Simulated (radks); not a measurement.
Q: Neutral neon, [Ne]. Method: non-relativistic Kohn-Sham, exchange-only PBE, spin-polarised, spherical densities, point nucleus; computed with a radial shooting solver on a logarithmic mesh with Libxc functionals. Every spin shell is full or empty, so the densities are truly spherical. Functionals are evaluated on that one density, not self-consistently. Rank these exchange functionals by their error against the exact value of the orbitals, and give that value: LDA, B88, PBE, RPBE, PW91, WC, SOGGA, B86b, G96, SCAN, MS2.

A: Exact: -12.0195 hartree. From best to worst, with 100 (|E| - |E exact|)/|E exact| (equal figures are ties): PBE -0.09, PW91 +0.31, B88 +0.49, G96 +0.52, B86b +0.61, SCAN +0.61, RPBE +0.67, MS2 +0.68, WC -1.40, SOGGA -3.50, LDA -8.68.
